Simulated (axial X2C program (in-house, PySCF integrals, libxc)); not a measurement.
**Curves of TeCl by EOM-IP-CCSD**

Computed with an in-house all-electron X2C program for linear molecules (integrals from PySCF): two-component X2C with atomic mean-field Coulomb and Gaunt terms, Gaussian nuclei, basis Te dyall-acv3z, Cl dyall-av3z with contracted cores.

Energies in eV from the lowest point of the lowest state; states are followed by energy order within each Ω. Reference: TeCl⁻, 14 electrons correlated in 92 virtual spinors with an MP2 remainder; levels at this size can be off by some tenths of an eV. Masses 129.906 and 34.969 u.

```csv
R (Å),(1)Ω=3/2,(1)Ω=1/2,(2)Ω=3/2,(2)Ω=1/2
2.268,0.0328,0.5138,4.7153,4.8145
2.366,0.0000,0.4904,4.2477,4.3440
2.465,0.1016,0.6006,3.9430,4.0354
2.576,0.3187,0.8259,3.7270,3.8143
2.687,0.6019,1.1142,3.5914,3.6727
2.835,1.0314,1.5404,3.4712,3.5419
```

Task: Fit the curves (1)Ω=3/2, (1)Ω=1/2 near their minima.

Result: At EOM-IP-CCSD from TeCl⁻ (the fit fixes ωe to about one per cent; ωe of higher roots by this method can be off by ten per cent):

| state | Te (cm⁻¹) | Re (Å) | ωe (cm⁻¹) |
| --- | --- | --- | --- |
| (1)Ω=3/2 | 0 | 2.336 | 391.3 |
| (1)Ω=1/2 | 3930 | 2.330 | 394.6 |

For TeCl⁻ at CCSD, and between the minima:

Re = 2.479 Å, ωe = 291.0 cm⁻¹; removing the electron costs 2.370 eV without zero-point terms.

No minimum in range: (2)Ω=3/2, (2)Ω=1/2; the order of states may turn beyond it. T1 of the reference reaches 0.014 (Lee–Taylor). Curves followed by order can swap character. Number of frozen shells: Te 4 s, 3 p, 2 d; Cl 2 s, 1 p. Roots with under 60 % one-particle weight at any point are counted in the labels but not shown, and the list ends where the roots sought for some Ω run out; states that need a further excitation are missing and may lie low or lowest. Curves with a minimum but no constants failed the fit check.
